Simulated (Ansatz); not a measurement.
C2HO, SMILES `C#C[O+]` (lower triplet) (charge 1, multiplicity 3). This triplet lies 1.10 eV below the relaxed singlet at the level B3LYP/cc-pVTZ // B3LYP-D3(BJ)/def2-TZVP (Ansatz, a quantum-chemistry and plane-wave program).

Cartesian coordinates (Å):
```xyz
4

C     -0.6656    -0.0320    -0.0711
C      0.6358     0.0288     0.0695
O      1.7683     0.0823     0.1924
H     -1.7385    -0.0791    -0.1908
```
Charge +1, spin multiplicity 3.

Frozen-core energies in 6-31g from Ansatz at a geometry from B3LYP-D3(BJ)/def2-TZVP; the HF reference has <S^2> = 2.21 and the T1 diagnostic is 0.035.

| level | energy (Ha) |
|---|---|
| HF | -150.69669 |
| MP2 | -150.94003 |
| CCSD | -150.96434 |
| CCSD(T) | -150.97266 |

Problem. Estimate the energies of CCSDT, CCSDT(Q) and CCSDTQ, and give each level's difference from CCSDTQ.

Solution. 
```json
[
 {"level": "MP2", "energy (Ha)": "-150.94003", "difference from CCSDTQ (mHa)": "35.55"},
 {"level": "CCSD", "energy (Ha)": "-150.96434", "difference from CCSDTQ (mHa)": "11.24"},
 {"level": "CCSD(T)", "energy (Ha)": "-150.97266", "difference from CCSDTQ (mHa)": "2.92"},
 {"level": "CCSDT", "energy (Ha)": "-150.97428", "difference from CCSDTQ (mHa)": "1.29"},
 {"level": "CCSDT(Q)", "energy (Ha)": "-150.97582", "difference from CCSDTQ (mHa)": "-0.24"},
 {"level": "CCSDTQ", "energy (Ha)": "-150.97557", "difference from CCSDTQ (mHa)": "0.00"}
]
```
